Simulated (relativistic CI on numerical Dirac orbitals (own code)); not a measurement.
# d7 in a ligand field

Computed with a parametric ligand-field model of a d^n configuration (Racah B and C, spin-orbit zeta, crystal field), exact diagonalisation.

Field parameters in Wybourne normalisation: D3d B²₀ = −7Dσ, B⁴₀ = −14Dq − 21Dτ, B⁴₃ = −14√(10/7) Dq; D4h B²₀ = −7Ds, B⁴₀ = 21(Dq − Dt), B⁴₄ = 21√(5/14) Dq; Oh B⁴₀ = 21Dq, B⁴₄ = √(5/14) B⁴₀; Td as Oh with Dq negative (B⁴₀ = 21Dq, B⁴₄ = √(5/14) B⁴₀). The field is a parameter set, without covalency.

Question: Ground term and bands for B = 860, C = 3720, ζ = 0 cm⁻¹, D4h, 10Dq = 19900, Ds = 2300, Dt = 1070 cm⁻¹?

Answer: Ground term 2A1 with 1.05 electrons in the two orbitals of the cubic e set. Spin-allowed: 2E 9046 cm⁻¹ (1106 nm), 2B1 13421 cm⁻¹ (745 nm), 2B2 17001 cm⁻¹ (588 nm), 2A2 17322 cm⁻¹ (577 nm). Lowest spin-forbidden: 4A2 2215 cm⁻¹, 4E 2926 cm⁻¹, 4B2 8928 cm⁻¹ (1120 nm).

Question: Ground term and bands for B = 490, C = 1830, ζ = 0 cm⁻¹, D3d, 10Dq = 28100, Dσ = -1200, Dτ = -220 cm⁻¹?

Answer: Ground term 2E with 1.02 electrons in the two orbitals of the cubic e set. Spin-allowed: 2A2 23109 cm⁻¹ (433 nm), 2E 24192 cm⁻¹ (413 nm), 2A1 26463 cm⁻¹ (378 nm), 2E 27575 cm⁻¹ (363 nm). Lowest spin-forbidden: 4A2 15048 cm⁻¹ (665 nm), 4E 19697 cm⁻¹ (508 nm), 4A1 42560 cm⁻¹ (235 nm).

Question: Ground term and bands for B = 760, C = 3630, ζ = 0 cm⁻¹, Td, 10Dq = -11350 cm⁻¹?

Answer: Ground term 4A2 with 4.00 electrons in the two orbitals of the cubic e set. Spin-allowed: 4T2 11350 cm⁻¹ (881 nm), 4T1 17638 cm⁻¹ (567 nm), 4T1 27812 cm⁻¹ (360 nm). Lowest spin-forbidden: 2E 16218 cm⁻¹ (617 nm), 2T1 16914 cm⁻¹ (591 nm), 2T2 22944 cm⁻¹ (436 nm). With an A2 ground term the first spin-allowed band lies at |10Dq| itself.

Question: Ground term and bands for B = 830, C = 3260, ζ = 0 cm⁻¹, D3d, 10Dq = 29050, Dσ = -1200, Dτ = 260 cm⁻¹?

Answer: Ground term 2E with 1.03 electrons in the two orbitals of the cubic e set. Spin-allowed: 2A2 27196 cm⁻¹ (368 nm), 2E 28014 cm⁻¹ (357 nm), 2A1 28554 cm⁻¹ (350 nm), 2E 28705 cm⁻¹ (348 nm). Lowest spin-forbidden: 4A2 13741 cm⁻¹ (728 nm), 4E 14471 cm⁻¹ (691 nm), 4A1 42012 cm⁻¹ (238 nm).

Question: A d7 ion in Oh symmetry has the ground term 2E and bands at 4T1 5636 cm⁻¹ (1774 nm), 2T1 20911 cm⁻¹ (478 nm), 2T2 21612 cm⁻¹ (463 nm), 2T1 26940 cm⁻¹ (371 nm), 4T2 27101 cm⁻¹ (369 nm), 2T2 38820 cm⁻¹ (258 nm), 4T1 39215 cm⁻¹ (255 nm). Which parameters reproduce them?

Answer: B = 930, C = 3590, ζ = 0 cm⁻¹, Oh, 10Dq = 23300 cm⁻¹.
